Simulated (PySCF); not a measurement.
C₆H₁₀O: full NMR table

| Quantity | Value |
| --- | --- |
| Formula | C6H10O |
| SMILES | C=CC(=C)OCC |
| Point group of the computed structure | Cs |
| Degrees of unsaturation | 2 |
| Carbon signals | 6 |
| Proton signals | 7 |

Bonds (- single, = double, # triple, : aromatic): C1=C2, C2-C3, C3=C4, C3-O5, O5-C6, C6-C7. C1 carries H8, H9; C2 carries H10; C4 carries H11, H12; C6 carries H13, H14; C7 carries H15, H16, H17. H11 is cis to C2; H8 is cis to C3; H12 is trans to C2; H9 is trans to C3.

Level of theory: GFN2-xTB geometry, NMR shieldings at PBE0/pcSseg-1/GIAO, in PySCF 2.14.0 with density-fitted response routines (single conformer, in vacuum, one averaged value for each set of equivalent atoms, non-relativistic).

Referencing at the same level of theory: ¹H (31.72 ppm), ¹³C (186.93 ppm) against TMS; ¹⁷O (336.08 ppm) against H2O.

| carbon | δC, type | δH (multiplicity) | HMBC from (2–3 bonds) | span of the C tensor (ppm) |
| --- | --- | --- | --- | --- |
| C1 | 121.7, CH2 | H8 6.04 (m); H9 5.43 (m) | H10 | 223 |
| C2 | 141.6, CH | 6.31 (m) | H8, H9, H11, H12 | 208 |
| C3 | 166.9, C | – | H10, H8, H9, H11, H12, H13/H14 | 191 |
| C4 | 90.7, CH2 | H11 4.26 (m); H12 4.15 (m) | H10 | 148 |
| C6 | 65.1, CH2 | 3.82 (q) | H15/H16/H17 | 64 |
| C7 | 17.3, CH3 | 1.47 (t) | H13/H14 | 31 |

Other nuclei:
| atoms | nucleus | environment | δ (ppm) | σ (ppm) |
| --- | --- | --- | --- | --- |
| O5 | ¹⁷O | ether oxygen | 134.5 | 201.6 |

1. Carbon types of the structure: 1 × C, 1 × CH, 3 × CH2, 1 × CH3, which accounts for all hydrogens.
2. δC 166.9: alkene carbon bearing oxygen; an sp2 carbon further deshielded by the attached heteroatom.
3. δC 141.6: alkene CH; an sp2 carbon of a C=C bond.
4. δC 121.7: terminal =CH2 carbon; the olefinic region.
5. δC 90.7: β carbon of an enol-ether or enamine type C=C; the O or N lone pair pushes π density onto this β carbon and shields it.
6. δC 65.1: sp3 CH2 bonded to O; the inductive effect lowers its shielding.

Shifts are as computed. Against solution values, carbons near 30 ppm lie about +3 ppm off and those near 130 ppm about +5 ppm (rms about the fit 2.1 ppm; single classes can miss by 10 ppm). Of 1328 compounds with measured shifts, 309 miss one by over three times the rms of a fit or turn the order of signals round; such compounds aren't used in these exercises. Signals without a measured value on file couldn't be tested in this way; 1H shifts scatter by 0.2 ppm about their fit, and single ones miss by 0.5 ppm. Experimental scales use liquid or dissolved standards, which lie at an offset from isolated H2O (liquid H2O: subtract about 36 ppm). Multiplicities follow the n + 1 count of equivalent neighbours, as no J values were calculated; m marks all less simple cases, F and P coupling included.
